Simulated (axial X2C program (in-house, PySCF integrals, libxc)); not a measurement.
Density and ELF of MoCl

Calculated with an in-house relativistic program for diatomic molecules. Spin-free means the one-electron spin-free X2C Hamiltonian. Basis: Mo dyall-cv3z [11s12p9d5f3g], Cl dyall-av3z [9s8p3d2f] (cores contracted in-house); Gaussian nuclei, density fitting, unrestricted open shells. Masses: Mo 97.905 u, Cl 34.969 u.

PBE0, scalar-relativistic, state M_S = 5/2, Λ = 0 (beyond evenly filled blocks: σα, π+α, π-α, δ+α, δ-α); Mo at z = 0, Cl at z = 2.296 Å.

The maps cover the half plane through the axis: z from -2.4 to 4.2 Å along the bond, ρ from 0.15 to 2.25 Å away from it.

log10 of the density in e/bohr³:

```
 ρ\z  -2.4  -1.8  -1.2  -0.6   0.0   0.6   1.2   1.8   2.4   3.0   3.6   4.2
0.15  -4.0  -3.1  -1.7  -0.2   1.7  -0.2  -1.0  -0.5   1.1  -0.7  -1.7  -2.8
0.45  -3.9  -3.0  -1.8  -0.5   0.1  -0.5  -1.1  -0.6  -0.4  -0.9  -1.8  -2.9
0.75  -3.8  -2.9  -1.9  -0.9  -0.5  -1.0  -1.4  -0.9  -0.7  -1.2  -2.0  -3.0
1.05  -3.7  -2.9  -2.1  -1.4  -1.1  -1.5  -1.7  -1.3  -1.2  -1.6  -2.3  -3.2
1.35  -3.7  -3.0  -2.3  -1.8  -1.7  -1.9  -2.0  -1.8  -1.7  -2.0  -2.6  -3.4
1.65  -3.9  -3.2  -2.6  -2.2  -2.1  -2.3  -2.4  -2.3  -2.2  -2.5  -3.0  -3.7
1.95  -4.0  -3.4  -2.9  -2.5  -2.5  -2.6  -2.8  -2.7  -2.7  -2.9  -3.4  -4.0
2.25  -4.2  -3.6  -3.2  -2.9  -2.8  -3.0  -3.1  -3.1  -3.2  -3.4  -3.8  -4.3
```

Electron localisation function (collinear form, no current term, damped to 0 at low density):

```
 ρ\z  -2.4  -1.8  -1.2  -0.6   0.0   0.6   1.2   1.8   2.4   3.0   3.6   4.2
0.15  0.00  0.00  0.05  0.76  0.54  0.70  0.47  0.21  0.85  0.81  0.64  0.14
0.45  0.00  0.00  0.08  0.75  0.31  0.69  0.42  0.73  0.11  0.87  0.61  0.12
0.75  0.00  0.02  0.17  0.59  0.70  0.47  0.34  0.83  0.87  0.86  0.53  0.10
1.05  0.01  0.07  0.28  0.48  0.46  0.28  0.26  0.76  0.85  0.78  0.41  0.06
1.35  0.01  0.13  0.36  0.48  0.39  0.24  0.19  0.57  0.72  0.62  0.27  0.03
1.65  0.01  0.14  0.39  0.48  0.39  0.25  0.13  0.32  0.50  0.40  0.13  0.01
1.95  0.01  0.10  0.35  0.45  0.37  0.24  0.09  0.13  0.25  0.18  0.04  0.00
2.25  0.00  0.05  0.23  0.35  0.32  0.18  0.05  0.05  0.08  0.05  0.01  0.00
```

Axial spin density in 10⁻³ e/bohr³:

```
 ρ\z  -2.4  -1.8  -1.2   -0.6    0.0   0.6  1.2    1.8  2.4   3.0   3.6   4.2
0.15   0.1   0.3   5.8  103.9  452.3  98.2  5.7  -11.1  2.4  -6.1  -1.0  -0.1
0.45   0.1   0.7   8.7  101.6  102.8  99.2  5.9   -7.3  6.2  -1.3  -0.6  -0.1
0.75   0.1   1.1   9.4   61.8  104.0  54.8  5.0   -2.5  5.3   0.9  -0.1   0.0
1.05   0.2   1.2   7.3   30.5   46.1  24.2  3.6   -0.5  1.9   0.8   0.0   0.0
1.35   0.2   1.0   4.6   14.2   19.0  10.6  2.2    0.1  0.6   0.4   0.1   0.0
1.65   0.1   0.7   2.6    6.4    7.9   4.7  1.3    0.1  0.2   0.2   0.0   0.0
1.95   0.1   0.4   1.4    2.9    3.4   2.1  0.7    0.1  0.1   0.1   0.0   0.0
2.25   0.1   0.2   0.7    1.3    1.4   0.9  0.3    0.1  0.0   0.0   0.0   0.0
```

Occupations by symmetry block were frozen at the best pattern of an incomplete PBE0 search.
